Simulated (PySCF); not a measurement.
# Telling isomers of C₃H₁₁NOSi₄ apart by NMR

All values are calculated (PySCF): structure optimised with GFN2-xTB, PBE0/pcSseg-1 with gauge-including orbitals. In vacuum, equivalent nuclei averaged, one conformer, no relativistic terms.

References, each an isolated molecule treated in the same way: TMS for ¹H and ¹³C. Where no couplings were computed, multiplicities follow the n + 1 count of equivalent neighbours, and m marks all less simple cases (inequivalent or close neighbours, rings, F or P nearby). Shifts are as computed. Against solution values, carbons near 30 ppm lie about +3 ppm off and those near 130 ppm about +5 ppm. Of 1309 compounds with measured shifts, 239 miss one by over three times the rms of a fit or turn the order of signals round; such compounds aren't used in these exercises.

(1) Tabulate the signals of `CO[Si@@]1(C#N)[SiH2][SiH2][Si@@H]1C`, `[SiH3][SiH]([SiH3])[SiH2]c1ncco1` and their relative energies.

(2) What is the quickest way to tell CO[Si@@]1(C#N)[SiH2][SiH2][Si@@H]1C from [SiH3][SiH]([SiH3])[SiH2]c1ncco1?

Results:

(1) 
```json
{"SMILES": "CO[Si@@]1(C#N)[SiH2][SiH2][Si@@H]1C", "carbon types": "1×C 2×CH3", "δC": "124.4, 54.5, -8.0", "δH": "5.06 (m, 1H), 4.34 (m, 1H), 4.06 (m, 1H), 4.00 (m, 1H), 3.86 (m, 1H), 3.76 (s, 3H), 0.40 (d, 3H)", "E rel. (kcal/mol)": "0.0"}
{"SMILES": "[SiH3][SiH]([SiH3])[SiH2]c1ncco1", "carbon types": "1×C 2×CH", "δC": "170.4, 149.5, 135.2", "δH": "8.03 (m, 1H), 7.45 (m, 1H), 4.78 (d, 2H), 3.74 (d, 6H), 3.36 (m, 1H)", "E rel. (kcal/mol)": "29.1"}
```

Energies are electronic energies at PBE0/pcSseg-1 on these geometries, without zero-point or thermal terms, each for the one conformer computed, which needn't be the lowest.

(2) Both give the same number of carbon signals, but DEPT or the intensities differ. The first has a methyl carbon bonded to O (CH3) at 54.5 ppm, the second an aromatic CH next to the ring oxygen at 149.5 ppm. Their most deshielded carbons lie at 124.4 and 170.4 ppm. In the proton spectra the most deshielded non-exchanging signals are 5.06 (m, 1H) and 8.03 (m, 1H).
